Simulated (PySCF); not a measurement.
Two species compared at the same levels of theory.

First species: C3H11FOSi2.
SMILES: `CC[C@H](F)[SiH2]O[SiH3]`

Second species: C5H9OPS.
InChI=1S/C5H9OPS/c1-3-7(8)4-5(7)6-2/h4H,3H2,1-2H3/t7-/m1/s1

Levels: CAM-B3LYP/def2-SVPD for dipole moment, HOMO energy, LUMO energy, HOMO–LUMO gap, static isotropic polarisability and electronic spatial extent ⟨r²⟩ about the centre of nuclear charge; TDDFT CAM-B3LYP/def2-SVPD for lowest singlet excitation; TDA CAM-B3LYP/def2-SVPD for lowest triplet excitation (Tamm–Dancoff); GFN2-xTB for rotational constant A and rotational constant C. Geometries: GFN2-xTB. All species are isolated and taken at one optimised geometry, non-relativistic unless stated; the electronic structure was computed with PySCF and density fitting.

Dipoles, sizes and rotational constants follow the conformer. The torsions of the flexible species, by atom-mapped SMILES:
- `[CH3:1][CH2:2][C@H:3]([F:4])[SiH2:5][O:6][SiH3:7]`: C1–C2–C3–F4 -65°, C2–C3–Si5–O6 178°, C3–Si5–O6–Si7 -31°
- `[CH3:1][CH2:2][P@@:3]1(=[S:4])[CH:5]=[C:6]1[O:7][CH3:8]`: C1–C2–P3–S4 54°, C5–C6–O7–C8 180°

(1) Which has the higher dipole moment?

(2) Which of the two has the higher ⟨r²⟩, and by how much?

(3) Which has the higher LUMO energy?

(4) Which of the two has the higher S1 energy, and by how much?

(5) Which has the higher rotational constant C?

(6) Which of the two has the higher static isotropic polarisability, and by how much?

(7) Which has the higher HOMO energy?

(8) Which of the two has the higher rotational constant A, and by how much?

Answers

(1) The second: 4.41 D against 1.38 D, a difference of 3.03 D.

(2) The first: 1681 bohr² against 1465 bohr², a difference of 216 bohr².

(3) The first: 0.85 eV against 0.73 eV, a difference of 0.12 eV.

(4) The first: 7.04 eV against 5.30 eV, a difference of 1.74 eV.

(5) The second: 0.922 GHz against 0.692 GHz, a difference of 0.230 GHz.

(6) The second: 109.0 au against 90.8 au, a difference of 18.2 au.

(7) The second: -7.69 eV against -9.33 eV, a difference of 1.64 eV.

(8) The first: 3.857 GHz against 1.721 GHz, a difference of 2.136 GHz.

On the first: The polarisability is 13.46 Å³ as a volume (1 au = 0.148185 Å³), or 1.23 au for each of the 74 electrons. The principal polarisabilities are 81.1, 86.9 and 104.4 au; their mean is the isotropic value.

On the second: The principal polarisabilities are 101.1, 104.1 and 121.9 au; their mean is the isotropic value. In wavenumbers S1 is 42800 cm⁻¹ (1 eV = 8065.54 cm⁻¹).
